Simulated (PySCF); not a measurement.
A run for PySCF: R-M06-2X/def2-TZVPP on AlAsH4 (SMILES [AlH2][AsH2]), a point of a torsion scan.

```python
from pyscf import gto, dft

mol = gto.M(
    atom='''
    Al   -0.87000283    0.05219187   -0.10156292
    As    1.48983362    0.15738969   -0.52604673
    H    -1.69202373   -1.21352924   -0.50398995
    H    -1.82077966    1.06760071    0.59853812
    H     1.55701674   -0.45839026    0.86391829
    H     1.15595871   -1.22158699   -1.06926842
    ''',
    basis='def2-tzvpp',
    charge=0, spin=0, verbose=4, max_memory=1800)
mf = dft.RKS(mol, xc='m062x').density_fit(auxbasis='def2-universal-jkfit')
mf.grids.level = 4
mf.conv_tol = 1e-9
mf.max_cycle = 150
mf.kernel()
mf.dip_moment()
```

The log:

```
PySCF version 2.14.0

[INPUT] verbose = 4
[INPUT] num. atoms = 6
[INPUT] num. electrons = 50
[INPUT] charge = 0
[INPUT] spin (= nelec alpha-beta = 2S) = 0
[INPUT] symmetry False subgroup None
[INPUT] Mole.unit = angstrom
[INPUT] Symbol           X                Y                Z      unit          X                Y                Z       unit  Magmom
[INPUT]  1 Al    -0.870002830000   0.052191870000  -0.101562920000 AA   -1.644067076297   0.098628340229  -0.191926103211 Bohr   0.0
[INPUT]  2 As     1.489833620000   0.157389690000  -0.526046730000 AA    2.815377512969   0.297423408930  -0.994084248423 Bohr   0.0
[INPUT]  3 H     -1.692023730000  -1.213529240000  -0.503989950000 AA   -3.197461445965  -2.293237907752  -0.952402975033 Bohr   0.0
[INPUT]  4 H     -1.820779660000   1.067600710000   0.598538120000 AA   -3.440774890579   2.017472952291   1.131073121912 Bohr   0.0
[INPUT]  5 H      1.557016740000  -0.458390260000   0.863918290000 AA    2.942335209963  -0.866232049568   1.632568962103 Bohr   0.0
[INPUT]  6 H      1.155958710000  -1.221586990000  -1.069268420000 AA    2.184445373206  -2.308464848432  -2.020624467446 Bohr   0.0

nuclear repulsion = 142.563646877667
number of shells = 54
number of NR pGTOs = 230
number of NR cGTOs = 146
basis = def2-tzvpp
ecp = {}


******** <class 'pyscf.df.df_jk.DFRKS'> ********
method = DFRKS
initial guess = minao
damping factor = 0
level_shift factor = 0
DIIS = <class 'pyscf.scf.diis.CDIIS'>
diis_start_cycle = 1
diis_space = 8
diis_damp = 0
SCF conv_tol = 1e-09
SCF conv_tol_grad = None
SCF max_cycles = 150
direct_scf = False
XC library pyscf.dft.libxc version 7.1.2
    S. Lehtola, C. Steigemann, M. J. T. Oliveira, and M. A. L. Marques,  SoftwareX 7, 1–5 (2018)
XC functionals = m062x
    Y. Zhao and D. G. Truhlar,  Theor. Chem. Acc. 120, 215 (2008)
    Y. Zhao and D. G. Truhlar,  Theor. Chem. Acc. 120, 215 (2008)
radial grids:
    Treutler-Ahlrichs [JCP 102, 346 (1995); DOI:10.1063/1.469408] (M4) radial grids

becke partition: Becke, JCP 88, 2547 (1988); DOI:10.1063/1.454033
pruning grids: <function nwchem_prune>
grids dens level: 4
symmetrized grids: False
atomic radii adjust function: <function treutler_atomic_radii_adjust>
small_rho_cutoff = 0
Set gradient conv threshold to 3.16228e-05
Initial guess from minao.
tot grids = 121712
******** <class 'pyscf.df.df.DF'> ********
auxbasis = def2-universal-jkfit
init E= -2479.79314488653
  HOMO = -0.286746864841126  LUMO = -0.0656147943757901  gap/eV = 6.01731
cycle= 1 E= -2480.66530755042  delta_E= -0.872  |g|= 0.25  |ddm|= 1.87
  HOMO = -0.310293824039542  LUMO = -0.0491228932821048  gap/eV = 7.10682
cycle= 2 E= -2480.67475093812  delta_E= -0.00944  |g|= 0.155  |ddm|= 0.304
  HOMO = -0.308354697001571  LUMO = -0.0386016717106177  gap/eV = 7.34035
cycle= 3 E= -2480.67751023639  delta_E= -0.00276  |g|= 0.0152  |ddm|= 0.115
  HOMO = -0.309974523234516  LUMO = -0.0396293939457841  gap/eV = 7.35647
cycle= 4 E= -2480.67758564667  delta_E= -7.54e-05  |g|= 0.00401  |ddm|= 0.0252
  HOMO = -0.309478917573111  LUMO = -0.0395292818090542  gap/eV = 7.34570
cycle= 5 E= -2480.67759007609  delta_E= -4.43e-06  |g|= 0.00131  |ddm|= 0.00586
  HOMO = -0.309606792031248  LUMO = -0.0395137290505847  gap/eV = 7.34961
cycle= 6 E= -2480.67759040514  delta_E= -3.29e-07  |g|= 0.000402  |ddm|= 0.00156
  HOMO = -0.309599814231216  LUMO = -0.0395547257559006  gap/eV = 7.34830
cycle= 7 E= -2480.67759045847  delta_E= -5.33e-08  |g|= 0.000109  |ddm|= 0.000591
  HOMO = -0.309598442746166  LUMO = -0.0395412929715704  gap/eV = 7.34863
cycle= 8 E= -2480.67759046322  delta_E= -4.75e-09  |g|= 2.07e-05  |ddm|= 0.00017
  HOMO = -0.309599660604301  LUMO = -0.0395432811031515  gap/eV = 7.34861
cycle= 9 E= -2480.67759046354  delta_E= -3.15e-10  |g|= 7.27e-06  |ddm|= 5.38e-05
  HOMO = -0.309599315904872  LUMO = -0.0395426800332324  gap/eV = 7.34862
Extra cycle  E= -2480.67759046356  delta_E= -1.91e-11  |g|= 4.43e-06  |ddm|= 1.31e-05
converged SCF energy = -2480.67759046356
Dipole moment(X, Y, Z, Debye):  0.30565,  0.04685,  0.00917
```

Self-consistency was reached.

Cost: about 12 core-seconds (a rough figure).
